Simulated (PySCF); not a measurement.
**Ionisation energy of Zn²⁺ by level of theory**

Zn²⁺ [Ar] 3d10 (1S) → Zn³⁺ [Ar] 3d9 (2D), as a difference of total energies. Calculation: PySCF 2.14, in cc-pVDZ-DK; scalar relativity by spin-free X2C-1e. Correlated levels: valence: [Ar] frozen. The calculations carry no spin-orbit coupling.

```csv
method,ionisation energy (eV)
UHF,37.079
LDA,40.634
TPSS,39.694
MP2 (valence),39.830
SCS-MP2 (valence),39.474
```

How much does correlation contribute at MP2 (valence)?

39.830 − (37.079) = 2.751 eV, measured against UHF.

The reference lies between the lowest fine-structure levels, while these numbers refer to the centres of the terms.

Errors of the correlated levels include the incompleteness of this basis and the frozen core.

For comparison: 39.723 eV (measured; NIST Atomic Spectra Database, ionization energies).
